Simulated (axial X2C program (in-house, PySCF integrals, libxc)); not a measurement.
## What spin–orbit coupling does to YBr

All values were computed with an in-house relativistic program for diatomic molecules. Spin-free means the one-electron spin-free X2C Hamiltonian; two-component (2c) means X2C with spin–orbit coupling and atomic mean-field two-electron Coulomb and Gaunt terms, so the difference of the two also holds small scalar two-electron terms. Basis: Y dyall-cv3z [11s12p9d6f3g], Br dyall-cv3z [8s9p6d4f1g] (cores contracted in-house); Gaussian nuclei, density fitting, unrestricted open shells. Masses: Y 88.906 u, Br 78.918 u.

Spin-free state: M_S = 0, Λ = 0 (closed shell); fragments Y + Br.

| level | Re (Å) | ωe (cm⁻¹) | De (eV) | μ (D) |
| --- | --- | --- | --- | --- |
| PBE0 | 2.530 | 271.6 | 4.655 | -2.50 |
| HF | 2.613 | 254.0 | 3.719 | -2.88 |
| MP2 | 2.586 | 261.5 | 4.856 | n/a |
| CCSD | 2.598 | 259.3 | 4.680 | n/a |
| PW91 | 2.530 | 268.0 | 4.785 | -2.32 |

Correlated methods: 10 electrons correlated (number of frozen shells: Y 4 s, 3 p, 1 d; Br 3 s, 2 p, 1 d), 324 virtual spin orbitals or spinors in MP2, 90 natural virtuals in coupled cluster.

Dipoles are positive if Br is the positive end.

Two-component determinant lowest at the distance of the search:

Ω = 0 (closed shell); fragments Y + Br.

```json
{"level": "PBE0", "Re (Å)": "2.530", "ωe (cm⁻¹)": "271.4", "μ (D)": "-2.49"}
{"level": "HF", "Re (Å)": "2.613", "ωe (cm⁻¹)": "253.9", "μ (D)": "-2.88"}
{"level": "MP2", "Re (Å)": "2.587", "ωe (cm⁻¹)": "261.3", "μ (D)": "n/a"}
{"level": "CCSD", "Re (Å)": "2.598", "ωe (cm⁻¹)": "258.5", "μ (D)": "n/a"}
{"level": "PW91", "Re (Å)": "2.531", "ωe (cm⁻¹)": "267.7", "μ (D)": "-2.31"}
```

(1) From the two tables, how do the constants change at the CCSD level (2c against spin-free)?

One determinant describes the state; a PBE0 search over occupations chose it and may have missed a lower one. Closed shells are restricted here (equal orbitals for both partners); the stretched side of such a curve lies too high. De is counted from the lowest determinant-based energies of the atoms at the same level, without counterpoise correction. De is not given where an atomic determinant may have missed its ground term or J level, or where the truncated virtual space spoils (T). CCSD ran in a truncated set of natural virtual spinors with an MP2 remainder; without triples it tends to underbind. PBE0 can misorder states that lie within some tenths of an eV, so this need not be the ground state of the molecule. The nearest other spin-free determinant of the search, M_S = 1, Λ = 2, lies 0.48 eV up at the distance of the search. The functionals have no current-density term, which raises determinants with orbital currents, atoms included. The outer-core s and p shells of the metal are frozen in the correlated rows, which leaves out core–valence correlation; for alkali and alkaline-earth bonds that tends to lengthen them. With the outer-core shells frozen, correlated bond lengths of heavy atoms tend to come out a few hundredths of an ångström too long.

## Answers

(1) At the CCSD level Re is unchanged within 0.001 Å and ωe goes down by 0.8 cm⁻¹.
